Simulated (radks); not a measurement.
Values are calculated unless marked as measured or tabulated.
Tl59+, configuration [Ar] 3d3 6p1 (not the ground configuration).

Level of theory: Dirac Kohn-Sham, PBE, spin-unpolarised, spherical densities, finite nucleus; open shells fill j = l - 1/2 first; Fermi nuclear charge, rms radius 5.4759 fm (a radial shooting solver on a logarithmic mesh with Libxc functionals).

Energy parts (hartree):
part                       energy
total                 -16687.0384
kinetic                19811.9410
electron-nucleus      -38376.1936
Hartree                 2099.7299
exchange-correlation    -222.5157

Orbitals (lengths in bohr, moments of r in powers of bohr):
| orbital | occ. | eigenvalue (hartree) | <1/r> |
|---|---|---|---|
| 1s1/2 | 2 | -3297.893 | 99.37 |
| 2s1/2 | 2 | -713.0811 | 24.68 |
| 2p1/2 | 2 | -692.1555 | 24.61 |
| 2p3/2 | 4 | -615.3536 | 19.81 |
| 3s1/2 | 2 | -270.6754 | 9.584 |
| 3p1/2 | 2 | -262.2859 | 9.499 |
| 3p3/2 | 4 | -242.9170 | 8.219 |
| 3d3/2 | 3 | -230.7549 | 8.088 |
| 3d5/2 | 0 | -226.3933 | 7.801 |
| 6p1/2 | 1 | -56.19822 | 1.967 |
| 6p3/2 | 0 | -54.24081 | 1.842 |

The highest occupied level is 6p1/2 at -1529.2 eV. The configuration is held as typed, so some empty levels lie below it. Summed over all electrons, <r^2> = 1.054 bohr^2, which gives a Langevin (diamagnetic) susceptibility term of -0.835 x 10^-6 cm^3/mol. The electron density at the nucleus is 2.513e+06 e/bohr^3.
